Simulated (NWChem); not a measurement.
System: NH3SeO; SMILES N[Se]O

The following NWChem deck was run.

```
start job
memory heap 200 mb stack 900 mb global 1100 mb
geometry units angstroms
  Se     0.412492    -0.008641    -0.033713
  O     -0.642974    -1.524300    -0.107764
  H     -0.800733    -1.779818     0.817239
  N     -0.742401     1.413436     0.008357
  H     -1.314000     1.461393     0.846885
  H     -1.314702     1.490786    -0.827754
end
basis spherical
  * library sto-3g
end
dft
  xc hfexch
  iterations 150
end
driver
  maxiter 120
end
task dft optimize
task dft freq
```

NWChem printed, in part:

```
             Northwest Computational Chemistry Package (NWChem) 7.3.0
             --------------------------------------------------------

 C1  symmetry detected

                             Geometry "geometry" -> ""
                             -------------------------

 Output coordinates in angstroms (scale by  1.889725989 to convert to a.u.)

  No.       Tag          Charge          X              Y              Z
 ---- ---------------- ---------- -------------- -------------- --------------
    1 Se                  34.0000     0.40814616     0.00396288    -0.00590913
    2 O                    8.0000    -0.69970190    -1.47424613    -0.07136919
    3 H                    1.0000    -0.88115117    -1.70758377     0.85514990
    4 N                    7.0000    -0.69551546     1.46676160    -0.00719268
    5 H                    1.0000    -1.27823174     1.54985736     0.82087213
    6 H                    1.0000    -1.25136312     1.54962637    -0.85380940

 Effective nuclear repulsion energy (a.u.)     195.3360154248

                                Z-matrix (autoz)
                                --------

 Units are Angstrom for bonds and degrees for angles

      Type          Name      I     J     K     L     M      Value
      ----------- --------  ----- ----- ----- ----- ----- ----------
    1 Stretch                  1     2                       1.84844
    2 Stretch                  1     4                       1.83244
    3 Stretch                  2     3                       0.97253
    4 Stretch                  4     5                       1.01595
    5 Stretch                  4     6                       1.01617
    6 Bend                     1     2     3               105.66174
    7 Bend                     1     4     5               114.21583
    8 Bend                     1     4     6               113.27443
    9 Bend                     2     1     4               106.10425
   10 Bend                     5     4     6               111.01764
   11 Torsion                  2     1     4     5          65.50679
   12 Torsion                  2     1     4     6         -62.92275
   13 Torsion                  3     2     1     4         -90.30614

  xc_inp: hfexch multiplicative factor not found.

                           NWChem Geometry Optimization
                           ----------------------------

 maximum gradient threshold         (gmax) =   0.000450
 rms gradient threshold             (grms) =   0.000300
 maximum cartesian step threshold   (xmax) =   0.001800
 rms cartesian step threshold       (xrms) =   0.001200
 fixed trust radius                (trust) =   0.300000
 source of zmatrix                         =   autoz

          -------------------
          Energy Minimization
          -------------------

 Using diagonal initial Hessian
 Scaling for Hessian diagonals: bonds = 1.00  angles = 0.25  torsions = 0.10

          --------
          Step   0

                                 NWChem DFT Module
                                 -----------------

 Summary of "ao basis" -> "ao basis" (spherical)
 ------------------------------------------------------------------------------
       Tag                 Description            Shells   Functions and Types
 ---------------- ------------------------------  ------  ---------------------
 Se                          sto-3g                  8       18   4s3p1d
 O                           sto-3g                  3        5   2s1p
 H                           sto-3g                  1        1   1s
 N                           sto-3g                  3        5   2s1p

            General Information
            -------------------
          SCF calculation type: DFT
          Wavefunction type:  closed shell.
          No. of atoms     :     6
          No. of electrons :    52
           Alpha electrons :    26
            Beta electrons :    26
          Charge           :     0
          Spin multiplicity:     1
          Use of symmetry is: off; symmetry adaption is: off
          Maximum number of iterations: 150
          AO basis - number of functions:    31
                     number of shells:    17
          Convergence on energy requested:  1.00D-06
          Convergence on density requested:  1.00D-05
          Convergence on gradient requested:  5.00D-04

              XC Information
              --------------
                     Hartree-Fock (Exact) Exchange  1.000

      Superposition of Atomic Density Guess
      -------------------------------------

 Sum of atomic energies:       -2502.30466807

      Non-variational initial energy
      ------------------------------

 Total energy =   -2502.358254
 1-e energy   =   -3894.316914
 2-e energy   =    1196.622645
 HOMO         =      -0.112545
 LUMO         =       0.200602

   convergence    iter        energy       DeltaE   RMS-Dens  Diis-err
 ---------------- ----- ----------------- --------- --------- ---------
 d= 0,ls=0.0,diis     1  -2502.7805590267 -2.70D+03  1.78D-02  1.64D-01
 d= 0,ls=0.0,diis     2  -2502.8152122328 -3.47D-02  4.88D-03  1.44D-02
 d= 0,ls=0.0,diis     3  -2502.8182473732 -3.04D-03  2.00D-03  1.00D-03
 d= 0,ls=0.0,diis     4  -2502.8185970312 -3.50D-04  5.77D-04  6.55D-05
 d= 0,ls=0.0,diis     5  -2502.8186236061 -2.66D-05  2.92D-04  7.83D-06
  Resetting Diis
 d= 0,ls=0.0,diis     6  -2502.8186283154 -4.71D-06  8.66D-05  6.34D-07
 d= 0,ls=0.0,diis     7  -2502.8186287352 -4.20D-07  1.48D-05  6.33D-08
 d= 0,ls=0.0,diis     8  -2502.8186287666 -3.14D-08  1.80D-05  2.02D-08
 d= 0,ls=0.0,diis     9  -2502.8186287822 -1.56D-08  2.29D-06  6.96D-10

         Total DFT energy =    -2502.818628782167
      One electron energy =    -3892.228266855574
           Coulomb energy =     1296.717458749422
    Exchange-Corr. energy =     -102.643836100794
 Nuclear repulsion energy =      195.336015424779

 Numeric. integr. density =        0.000000000000

                       DFT Final Molecular Orbital Analysis
                       ------------------------------------

 Vector   24  Occ=2.000000D+00  E=-3.616038D-01
              MO Center= -2.9D-01,  3.6D-02, -3.1D-02, r^2= 2.8D+00
   Bfn.  Coefficient  Atom+Function         Bfn.  Coefficient  Atom+Function
  ----- ------------  ---------------      ----- ------------  ---------------
    28      0.585142  4 N  py                21     -0.531236  2 O  px
    11      0.423112  1 Se px                22      0.316920  2 O  py
    10      0.284711  1 Se s                  7     -0.129319  1 Se px
    27      0.080610  4 N  px                12     -0.074131  1 Se py
    30      0.056664  5 H  s                 31      0.054472  6 H  s

 Vector   25  Occ=2.000000D+00  E=-3.310247D-01
              MO Center= -2.6D-01,  4.4D-01, -6.8D-02, r^2= 2.8D+00
   Bfn.  Coefficient  Atom+Function         Bfn.  Coefficient  Atom+Function
  ----- ------------  ---------------      ----- ------------  ---------------
    27      0.495924  4 N  px                28      0.430607  4 N  py
    11     -0.353643  1 Se px                21      0.348774  2 O  px
    10     -0.326378  1 Se s                 26      0.320452  4 N  s
    22      0.318729  2 O  py                12     -0.160599  1 Se py
    23      0.154529  2 O  pz                13      0.143743  1 Se pz

 Vector   26  Occ=2.000000D+00  E=-2.647295D-01
              MO Center=  2.8D-01, -6.2D-02,  9.2D-04, r^2= 1.7D+00
   Bfn.  Coefficient  Atom+Function         Bfn.  Coefficient  Atom+Function
  ----- ------------  ---------------      ----- ------------  ---------------
    13      0.989176  1 Se pz                 9     -0.275681  1 Se pz
    23     -0.217327  2 O  pz                24     -0.150965  3 H  s
    20      0.145869  2 O  s                 31      0.134599  6 H  s
    30     -0.120101  5 H  s                 29     -0.094808  4 N  pz
    22     -0.089993  2 O  py                 5      0.089256  1 Se pz

 Vector   27  Occ=0.000000D+00  E= 3.247348D-01
              MO Center= -1.5D-01, -5.9D-01,  1.5D-02, r^2= 1.7D+00
   Bfn.  Coefficient  Atom+Function         Bfn.  Coefficient  Atom+Function
  ----- ------------  ---------------      ----- ------------  ---------------
    11      0.629705  1 Se px                12      0.622195  1 Se py
    22      0.580676  2 O  py                20      0.477684  2 O  s
    21      0.399318  2 O  px                10     -0.348799  1 Se s
    28     -0.225771  4 N  py                23      0.221250  2 O  pz
    24     -0.220622  3 H  s                  8     -0.161808  1 Se py

[...]

      ----------------------
      Optimization converged
      ----------------------

  Step       Energy      Delta E   Gmax     Grms     Xrms     Xmax
  ---- ---------------- -------- -------- -------- -------- --------
@    9   -2502.82440148 -3.9D-08  0.00003  0.00001  0.00028  0.00057
                                     ok       ok       ok       ok

                                Z-matrix (autoz)
                                --------

 Units are Angstrom for bonds and degrees for angles

      Type          Name      I     J     K     L     M      Value     Gradient
      ----------- --------  ----- ----- ----- ----- ----- ---------- ----------
    1 Stretch                  1     2                       1.81851   -0.00003
    2 Stretch                  1     4                       1.84314   -0.00001
    3 Stretch                  2     3                       0.99309    0.00002
    4 Stretch                  4     5                       1.03080    0.00000
    5 Stretch                  4     6                       1.03037   -0.00000
    6 Bend                     1     2     3               105.00745    0.00000
    7 Bend                     1     4     5               110.55458    0.00000
    8 Bend                     1     4     6               110.22252    0.00000
    9 Bend                     2     1     4                96.95408    0.00000
   10 Bend                     5     4     6               106.02800   -0.00000
   11 Torsion                  2     1     4     5          58.45247    0.00001
   12 Torsion                  2     1     4     6         -58.44406    0.00001
   13 Torsion                  3     2     1     4         -98.07202   -0.00000

                         Geometry "geometry" -> "geometry"
                         ---------------------------------

 Output coordinates in angstroms (scale by  1.889725989 to convert to a.u.)

  No.       Tag          Charge          X              Y              Z
 ---- ---------------- ---------- -------------- -------------- --------------
    1 Se                  34.0000     0.49025630     0.00631891    -0.01313271
    2 O                    8.0000    -0.78228235    -1.29091064    -0.08261799
    3 H                    1.0000    -0.88850340    -1.59747733     0.85597597
    4 N                    7.0000    -0.65986818     1.44649597     0.00341215
    5 H                    1.0000    -1.29956188     1.38955036     0.80969452
    6 H                    1.0000    -1.25785773     1.43440105    -0.83559031

 Effective nuclear repulsion energy (a.u.)     197.3427752582

                Final and change from initial internal coordinates
                --------------------------------------------------

                                Z-matrix (autoz)
                                --------

 Units are Angstrom for bonds and degrees for angles

      Type          Name      I     J     K     L     M      Value       Change
      ----------- --------  ----- ----- ----- ----- ----- ---------- ----------
    1 Stretch                  1     2                       1.81851   -0.02992
    2 Stretch                  1     4                       1.84314    0.01070
    3 Stretch                  2     3                       0.99309    0.02056
    4 Stretch                  4     5                       1.03080    0.01485
    5 Stretch                  4     6                       1.03037    0.01420
    6 Bend                     1     2     3               105.00745   -0.65430
    7 Bend                     1     4     5               110.55458   -3.66125
    8 Bend                     1     4     6               110.22252   -3.05191
    9 Bend                     2     1     4                96.95408   -9.15017
   10 Bend                     5     4     6               106.02800   -4.98964
   11 Torsion                  2     1     4     5          58.45247   -7.05432
   12 Torsion                  2     1     4     6         -58.44406    4.47869
   13 Torsion                  3     2     1     4         -98.07202   -7.76588

[...]

 Rotational Constants
 --------------------
 A=   0.426631 cm-1  (  0.613814 K)
 B=   0.260327 cm-1  (  0.374545 K)
 C=   0.168812 cm-1  (  0.242877 K)

 Temperature                      =   298.15K
 frequency scaling parameter      =   1.0000

 Zero-Point correction to Energy  =   29.107 kcal/mol  (  0.046385 au)
 Thermal correction to Energy     =   31.813 kcal/mol  (  0.050698 au)
 Thermal correction to Enthalpy   =   32.406 kcal/mol  (  0.051642 au)

 Total Entropy                    =   68.783 cal/mol-K
   - Translational                =   40.036 cal/mol-K (mol. weight = 111.9398)
   - Rotational                   =   23.958 cal/mol-K (symmetry #  =        1)
   - Vibrational                  =    4.789 cal/mol-K

 Cv (constant volume heat capacity) =   13.064 cal/mol-K
   - Translational                  =    2.979 cal/mol-K
   - Rotational                     =    2.979 cal/mol-K
   - Vibrational                    =    7.105 cal/mol-K

[normal modes left out]

 ----------------------------------------------------------------------------
 Normal Eigenvalue ||           Projected Infra Red Intensities
  Mode   [cm**-1]  || [atomic units] [(debye/angs)**2] [(KM/mol)] [arbitrary]
 ------ ---------- || -------------- ----------------- ---------- -----------
    1       -0.000 ||    0.001320           0.030         1.286       0.732
    2       -0.000 ||    0.001048           0.024         1.022       0.581
    3        0.000 ||    0.000145           0.003         0.141       0.080
    4        0.000 ||    0.000351           0.008         0.342       0.194
    5        0.000 ||    0.000430           0.010         0.419       0.238
    6        0.000 ||    0.002711           0.063         2.642       1.503
    7      297.455 ||    0.070602           1.629        68.826      39.144
    8      300.356 ||    0.025808           0.595        25.159      14.309
    9      326.771 ||    0.050316           1.161        49.051      27.897
   10      687.665 ||    0.047007           1.084        45.825      26.063
   11      794.832 ||    0.002637           0.061         2.571       1.462
   12     1000.932 ||    0.053157           1.226        51.820      29.472
   13     1293.845 ||    0.002354           0.054         2.295       1.305
   14     1471.853 ||    0.011652           0.269        11.359       6.460
   15     1986.606 ||    0.025891           0.597        25.240      14.355
   16     3903.074 ||    0.002251           0.052         2.195       1.248
   17     4102.474 ||    0.001688           0.039         1.646       0.936
   18     4204.360 ||    0.025284           0.583        24.648      14.019
 ----------------------------------------------------------------------------
```

Level: Hartree-Fock/STO-3G. This build's default masses of Se (78.918 u) and Br (79.917 u) are each other's, which moves their modes by up to 0.6 %.
